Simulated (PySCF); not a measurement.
Spin-orbit coupling and the fourth ionisation energy along the 4p block

Two-component X2C-1e calculated with PySCF 2.14: MP2 on generalised Hartree-Fock spinors (GMP2), with spin-orbit coupling off and on (screened by Boettger's factors); no Breit or QED terms. Values in eV; the references (NIST) lie between the lowest levels. Elements whose determinants are no pure J levels are left out.

| element | configurations | spin-free | with spin-orbit | shift | reference |
| --- | --- | --- | --- | --- | --- |
| Ga (x2c-SVPall-2c, [Ne] frozen) | [Ar] 3d10 → [Ar] 3d9 | 63.167 | 62.981 | -0.186 | 63.241 ± 0.009 |
| Ge (x2c-SVPall-2c, [Ne] frozen) | [Ar] 3d10 4s1 → [Ar] 3d10 | 44.711 | 44.711 | 0.000 | 45.715 |
| As (x2c-SVPall-2c, [Ne] frozen) | [Ar] 3d10 4s2 → [Ar] 3d10 4s1 | 48.804 | 48.805 | 0.001 | 50.15 ± 0.06 |
| Se (x2c-SVPall-2c, [Ne] frozen) | [Ar] 3d10 4s2 4p1 → [Ar] 3d10 4s2 | 42.219 | 42.594 | 0.375 | 42.947 |

The largest shift is at Se, 0.375 eV, where spin-orbit coupling lowers the species with more electrons by more than the one with fewer (starting occupations 4p1/2^1 and closed).

What remains against the references is mostly the basis and correlation beyond MP2.
